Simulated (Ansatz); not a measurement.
Abridged output of a molecular run in Ansatz:

```
Functional definition: HF
1441 factors; integrals over basis functions are off by at most 1.4e-3 eV
mean field evaluation 1: about -136109.6582 eV, gradient 2.4e1 eV
mean field evaluation 2: about -136109.6940 eV, gradient 2.4e1 eV
mean field evaluation 4: about -136112.0288 eV, gradient 4.8e0 eV
mean field evaluation 8: about -136112.1118 eV, gradient 3.8e-1 eV
mean field evaluation 16: about -136111.9889 eV, gradient 4.7e0 eV
mean field -136112.11307048 eV, -5002.0278952363 hartree, gradient 4.8e-6 eV, S^2 0.000000; 0 other end points of the search recorded, 0 dependent functions left out; unrestricted orbitals would lower it
mean field evaluation 32: about -136112.1972 eV, gradient 3.4e-1 eV
25 core orbitals not correlated: weight in the atoms' cores, before any rotation towards them, 1.000 or more for the frozen orbitals, at most 0.000 for the correlated occupied ones
reference -136112.11307048 eV, -5002.0278952363 hartree; 25, 25 occupied and 95, 95 virtual orbitals, 1441 factors
second order -23.24377728 eV of doubles, -0.00000000 eV of singles
cycle   1  -23.48073472 eV  change   -2.4e-1 eV  update   1.4e-1
cycle   2  -24.26134203 eV  change   -7.8e-1 eV  update   4.4e-2
cycle   3  -24.43630245 eV  change   -1.7e-1 eV  update   2.6e-2
cycle   4  -24.41884102 eV  change    1.7e-2 eV  update   8.9e-3
cycle   5  -24.41995732 eV  change   -1.1e-3 eV  update   4.6e-3
cycle   6  -24.42054203 eV  change   -5.8e-4 eV  update   1.4e-3
cycle   7  -24.41999851 eV  change    5.4e-4 eV  update   6.3e-4
cycle   8  -24.42031297 eV  change   -3.1e-4 eV  update   2.5e-4
cycle   9  -24.42046215 eV  change   -1.5e-4 eV  update   1.3e-4
cycle  10  -24.42036220 eV  change    1.0e-4 eV  update   6.5e-5
cycle  11  -24.42042751 eV  change   -6.5e-5 eV  update   4.2e-5
cycle  12  -24.42041641 eV  change    1.1e-5 eV  update   2.6e-5
perturbative correction -0.87046616 eV, -0.0319890415 hartree
Total energy: -136137.40395305 eV, -5002.9573180279 hartree
```

Its atoms:

Cartesian coordinates in Å:
```
C 1.8525 1.0624 -0.3955
C 0.6091 0.7701 0.3671
Se -0.4597 2.0279 0.9985
As 0.2612 -1.0922 0.7893
Si -2.0323 -1.0855 0.2247
H 2.7092 0.5436 0.0483
H 1.7536 0.6745 -1.4161
H 2.0542 2.1325 -0.4384
H 0.7493 -1.6818 -0.5308
H -2.3771 -2.4869 -0.1424
H -2.2990 -0.1772 -0.9172
H -2.8210 -0.6874 1.4125
```

(1) Which basis set was used?
A. def2-QZVPP
B. def2-SVPD
C. def2-SVP
D. cc-pV(Q+d)Z

(2) Write the keys of the input that set method, charge and spin (a neutral closed shell needs none for the last two).

Answers

(1) C. It gives 145 functions.

(2) 
```yaml
correlation: {method: ccsd_t}
```
